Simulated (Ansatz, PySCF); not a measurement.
Gas-phase reaction (SMILES): [SiH3]Br [bromosilane] -> [SiH2]Br + H atom; the H-Si bond at the site shown breaks (other sites are not compared here).

Geometries: B3LYP-D3(BJ)/def2-TZVP minima from Ansatz (a first-principles code). Valence correlation only, unless marked. Open shells are spin-unrestricted. Spin-orbit coupling is left out. Frozen are the shells of the preceding noble gas and the d and f shells that filled before the atom's block. No relativistic terms. Basis-set limits of correlation are two-point, X^-3; Hartree-Fock from the larger set. Thermal terms are rigid-rotor harmonic-oscillator values from B3LYP-D3(BJ) frequencies (Ansatz or PySCF) at 298.15 K and 1 atm. 1 Eh = 627.5095 kcal/mol. Atoms have translation alone. Electronic entropy comes from spin alone.

| species | E, CCSD(T)/CBS(def2-TZVPPD,def2-QZVPPD) (Ansatz) (Eh) | E, wB97X-V/def2-TZVPD (Ansatz) (Eh) | H - E (Eh) | G - E (Eh) |
|---|---|---|---|---|
| [SiH3]Br | -2863.59398 | -2865.21471 | 0.03025 | 0.00042 |
| [SiH2]Br | -2862.94089 | -2864.56161 | 0.02042 | -0.01072 |
| H atom | -0.49998 | -0.50049 | 0.00236 | -0.01065 |

Q: Work out ΔE and ΔH, ΔG, ΔS and the equilibrium constant at 298.15 K at the first level, then ΔH at the second.

A: 
1. ΔE = [(-2862.94089) + (-0.49998)] - [(-2863.59398)] = 0.15311 Eh = 96.1 kcal/mol at CCSD(T)/CBS(def2-TZVPPD,def2-QZVPPD).
2. The terms H - E add up to -0.00747 Eh, so ΔH = (0.15311 + (-0.00747))×627.5095 = 91.4 kcal/mol.
3. The terms G - E add up to -0.02179 Eh, so ΔG = 82.4 kcal/mol, and ΔS = (-0.00747 - (-0.02179))×627509.5/298.15 = 30.1 cal/(mol K).
4. log10 K = -ΔG/(RT ln 10) = -60.4, with RT ln 10 = 1.3642 kcal/mol.
5. With ΔH and ΔS taken as constant, ΔG changes sign near ΔH/ΔS = 3040 K, a rough figure that leaves out heat capacities.
6. At wB97X-V/def2-TZVPD the same steps give ΔE = 95.8 and ΔH = 91.1 kcal/mol, a shift of -0.3 from the first level.
7. These values are not checked against measurement here, since the tables used lack a sound gas-phase enthalpy of formation for at least one species.
